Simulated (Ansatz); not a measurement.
Program: Ansatz. Geometries: PBE0-D4/def2-TZVP. ΔE: electronic, gas phase. CCSD(T)/CBS is the MP2 limit (def2-TZVPP, def2-QZVPP) plus CCSD(T) − MP2 in def2-TZVPP, frozen cores. This one scheme is used for every species. One conformer a species, not always the lowest.

Consider the formal hydrolysis of the Si–Cl bond: `N[SiH](Cl)[Si](N)(Cl)Cl` + H₂O → `N[SiH](O)[Si](N)(Cl)Cl` + HCl.

`N[SiH](Cl)[Si](N)(Cl)Cl`:

Cartesian coordinates in Å:
```
N -2.257 0.491 0.308
Si -0.922 0.350 -0.727
Cl -0.904 -1.342 -1.950
Si 0.987 0.092 0.584
N 2.224 -0.631 -0.313
Cl 1.715 1.861 1.321
Cl 0.369 -0.995 2.242
H -2.320 -0.073 1.141
H -3.161 0.791 -0.020
H -0.914 1.500 -1.657
H 2.005 -1.389 -0.940
H 3.177 -0.655 0.011
```

H₂O:

Z-matrix (Å, degrees):
```
O
H 1 0.960
H 1 0.960 2 105.1
```

`N[SiH](O)[Si](N)(Cl)Cl`:

```xyz
13

N    -0.471   -0.207    1.868
Si   -1.195   -0.108    0.318
O    -2.267    1.109    0.030
Si    0.658    0.147   -1.078
N     1.781   -1.107   -0.892
Cl    1.399    2.029   -0.531
Cl    0.255    0.300   -3.084
H    -0.982   -0.579    2.654
H     0.193    0.491    2.165
H    -1.971   -1.352    0.120
H    -1.913    1.994   -0.076
H     2.560   -1.231   -1.518
H     1.953   -1.486    0.025
```

HCl:

Cartesian coordinates in Å:
```
Cl -0.392 0.175 -0.474
H 0.392 -0.175 0.474
```

```csv
species,CCSD(T)/CBS(def2) energy (Eh)
`N[SiH](Cl)[Si](N)(Cl)Cl`,-2070.14767
H₂O,-76.37941
`N[SiH](O)[Si](N)(Cl)Cl`,-1686.14143
HCl,-460.38127
```

Problem. Work out ΔE.

Solution. ΔE = (-1686.14143) + (-460.38127) − (-2070.14767) − (-76.37941) = 0.00438 Eh = +2.7 kcal/mol.

Largest T1 diagnostic among the species: 0.011.

The D4 term adds +1.1 kcal/mol with B3LYP and +0.6 kcal/mol with PBE0; it sums over pairs of atoms, weighted by their polarisabilities, and B3LYP, whose exchange is more repulsive, gets the larger term.

B3LYP here is the variant with VWN-RPA as its local correlation; programs differ in this.
